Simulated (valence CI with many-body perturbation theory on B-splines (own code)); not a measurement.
Te XLVII: electric-dipole lines

Computed by valence CI with perturbative core correlation (CI+MBPT): four valence electrons over a frozen Dirac-Fock core [He], a basis of 11 s, 11 p, 9 d, 7 f, 5 g, 2 h, 1 i functions for each j, with the one-electron correlation potential Σ1 (screened to all orders), the two-electron term Σ2, the three-electron term Σ3, Breit, model QED; selected single and double excitations, second order for the rest (own B-spline code, finite nucleus).

The last digits are not significant, and no measured levels were compared; by estimate large intervals hold to a few tenths of a per cent, small ones and those within an open d or f shell to about a per cent.

Lines 201 to 250 of 262 in falling wavelength, among levels below 43109 × 10³ cm⁻¹, chosen from the strongest by gf and those to the six lowest levels. Wavelengths and rates use the calculated energies. Electric multipoles are in the length gauge, E1 and E2 with the static RPA response of the core. Weak lines are less certain than strong ones. Lines between different terms over intervals too small for the method are left out, as are lines whose strength nearly cancels. Where a level lies close to another of its J and parity, the split of strength between their lines is uncertain. The highest levels of a list are the least certain.

Levels are named by their leading jj configuration (3d3/2^4 stands for four electrons in 3d with j = 3/2), which in mixed levels can hold well under half, so a name can repeat and another be missing. Letters in brackets count levels of one name in rising energy.

```tsv
λ vac (nm)	Upper	Lower	A (s⁻¹)	S (a.u.)
0.2578	(2s 2p1/2 2p3/2 3d3/2) J=1 [c]	(2s 2p1/2^2 2p3/2) J=1	6.33e+12	1.60e-04
0.2578	(2s 2p1/2 2p3/2 3d3/2) J=2 [c]	(2s 2p1/2^2 2p3/2) J=1	3.31e+13	1.40e-03
0.2575	(2s 2p1/2 2p3/2 3p1/2) J=1 [a]	(2s^2 2p1/2 2p3/2) J=1	3.24e+13	8.17e-04
0.2574	(2s 2p1/2 2p3/2 3d3/2) J=3 [b]	(2s 2p1/2^2 2p3/2) J=2	1.82e+14	1.07e-02
0.2573	(2s 2p1/2 2p3/2 3d3/2) J=2 [d]	(2s 2p1/2^2 2p3/2) J=1	4.48e+14	1.88e-02
0.2570	(2s 2p1/2 2p3/2 3d3/2) J=1 [d]	(2s 2p1/2^2 2p3/2) J=1	3.06e+14	7.69e-03
0.2570	(2s 2p1/2 2p3/2 3p1/2) J=2 [a]	(2s^2 2p1/2 2p3/2) J=1	8.63e+13	3.62e-03
0.2570	(2s 2p1/2 2p3/2 3d3/2) J=2 [b]	(2s 2p1/2^2 2p3/2) J=2	3.97e+14	1.66e-02
0.2568	(2s 2p1/2 2p3/2 3d3/2) J=1 [b]	(2s 2p1/2^2 2p3/2) J=2	4.61e+14	1.16e-02
0.2568	(2s 2p1/2 2p3/2 3d3/2) J=0 [b]	(2s 2p1/2^2 2p3/2) J=1	3.65e+14	3.05e-03
0.2568	(2s 2p1/2 2p3/2 3d5/2) J=3 [a]	(2s 2p1/2^2 2p3/2) J=2	1.26e+14	7.39e-03
0.2567	(2s 2p1/2 2p3/2 3p1/2) J=3	(2s^2 2p1/2 2p3/2) J=2	2.51e+14	1.46e-02
0.2566	(2s 2p1/2 2p3/2 3d5/2) J=1 [a]	(2s 2p1/2^2 2p3/2) J=2	2.62e+13	6.56e-04
0.2564	(2s^2 2p1/2 3d3/2) J=1	(2s^2 2p1/2^2) J=0	4.48e+14	1.12e-02
0.2564	(2s^2 2p3/2 3d3/2) J=2	(2s^2 2p1/2 2p3/2) J=2	1.85e+14	7.70e-03
0.2559	(2s^2 2p3/2 3d3/2) J=1	(2s^2 2p1/2 2p3/2) J=2	7.03e+13	1.75e-03
0.2559	(2s^2 2p3/2 3d3/2) J=3	(2s^2 2p1/2 2p3/2) J=2	1.43e+14	8.29e-03
0.2557	(2s 2p1/2^2 3p1/2) J=1	(2s^2 2p1/2^2) J=0	5.38e+13	1.33e-03
0.2557	(2s 2p1/2 2p3/2 3d5/2) J=3 [b]	(2s 2p1/2^2 2p3/2) J=2	5.19e+12	2.99e-04
0.2556	(2s^2 2p3/2 3d3/2) J=2	(2s^2 2p1/2 2p3/2) J=1	1.31e+14	5.40e-03
0.2554	(2s 2p1/2 2p3/2 3p1/2) J=2 [b]	(2s^2 2p1/2 2p3/2) J=2	2.88e+13	1.18e-03
0.2551	(2s^2 2p3/2 3d3/2) J=1	(2s^2 2p1/2 2p3/2) J=1	2.76e+14	6.78e-03
0.2551	(2s^2 2p3/2 3d3/2) J=0	(2s^2 2p1/2 2p3/2) J=1	3.57e+14	2.92e-03
0.2550	(2s 2p1/2 2p3/2 3d3/2) J=3 [c]	(2s 2p1/2^2 2p3/2) J=2	4.71e+12	2.70e-04
0.2550	(2s^2 2p3/2 3d5/2) J=2	(2s^2 2p1/2 2p3/2) J=2	1.14e+13	4.65e-04
0.2547	(2s 2p1/2 2p3/2 3d3/2) J=2 [c]	(2s 2p1/2^2 2p3/2) J=2	9.68e+11	3.94e-05
0.2546	(2s 2p1/2 2p3/2 3p1/2) J=2 [b]	(2s^2 2p1/2 2p3/2) J=1	1.63e+13	6.63e-04
0.2544	(2s^2 2p3/2 3d5/2) J=3	(2s^2 2p1/2 2p3/2) J=2	2.25e+13	1.28e-03
0.2542	(2s 2p1/2 2p3/2 3d3/2) J=2 [d]	(2s 2p1/2^2 2p3/2) J=2	4.64e+12	1.88e-04
0.2542	(2s^2 2p3/2 3d5/2) J=2	(2s^2 2p1/2 2p3/2) J=1	5.75e+12	2.33e-04
0.2540	(2s 2p1/2 2p3/2 3p1/2) J=1 [b]	(2s^2 2p1/2 2p3/2) J=2	9.85e+12	2.39e-04
0.2540	(2s 2p1/2 2p3/2 3p1/2) J=2 [c]	(2s^2 2p1/2 2p3/2) J=2	2.59e+13	1.05e-03
0.2540	(2s^2 2p3/2 3d5/2) J=1	(2s^2 2p1/2 2p3/2) J=2	1.86e+12	4.51e-05
0.2537	(2s 2p1/2 2p3/2 3d5/2) J=3 [c]	(2s 2p1/2^2 2p3/2) J=2	3.33e+12	1.88e-04
0.2536	(2s 2p1/2 2p3/2 3p3/2) J=3 [a]	(2s^2 2p1/2 2p3/2) J=2	6.01e+12	3.39e-04
0.2532	(2s 2p1/2 2p3/2 3p1/2) J=0	(2s^2 2p1/2 2p3/2) J=1	1.95e+13	1.57e-04
0.2532	(2s 2p1/2 2p3/2 3p1/2) J=1 [b]	(2s^2 2p1/2 2p3/2) J=1	1.57e+13	3.78e-04
0.2532	(2s 2p1/2 2p3/2 3p1/2) J=2 [c]	(2s^2 2p1/2 2p3/2) J=1	2.88e+12	1.16e-04
0.2528	(2s 2p1/2 2p3/2 3p3/2) J=2 [a]	(2s^2 2p1/2 2p3/2) J=2	6.38e+12	2.54e-04
0.2525	(2s 2p1/2 2p3/2 3p3/2) J=1 [a]	(2s^2 2p1/2 2p3/2) J=1	9.87e+13	2.35e-03
0.2525	(2s 2p1/2 2p3/2 3p1/2) J=1 [c]	(2s^2 2p1/2 2p3/2) J=2	4.20e+13	1.00e-03
0.2520	(2s 2p1/2 2p3/2 3p3/2) J=2 [a]	(2s^2 2p1/2 2p3/2) J=1	7.94e+13	3.13e-03
0.2518	(2s 2p1/2 2p3/2 3p3/2) J=2 [b]	(2s^2 2p1/2 2p3/2) J=2	7.59e+13	2.99e-03
0.2517	(2s 2p1/2 2p3/2 3p1/2) J=1 [c]	(2s^2 2p1/2 2p3/2) J=1	4.93e+12	1.17e-04
0.2515	(2s 2p1/2 2p3/2 3p3/2) J=0 [a]	(2s^2 2p1/2 2p3/2) J=1	1.55e+14	1.21e-03
0.2513	(2s 2p1/2 2p3/2 3p3/2) J=1 [b]	(2s^2 2p1/2 2p3/2) J=2	1.40e+14	3.28e-03
0.2513	(2s^2 2p3/2 3s) J=1	(2s^2 2p1/2^2) J=0	5.03e+12	1.18e-04
0.2512	(2s 2p1/2 2p3/2 3p3/2) J=3 [b]	(2s^2 2p1/2 2p3/2) J=2	7.92e+13	4.34e-03
0.2510	(2s 2p1/2 2p3/2 3p3/2) J=2 [b]	(2s^2 2p1/2 2p3/2) J=1	4.81e+12	1.88e-04
0.2509	(2s 2p1/2^2 3p3/2) J=1	(2s^2 2p1/2^2) J=0	1.29e+14	3.03e-03
```
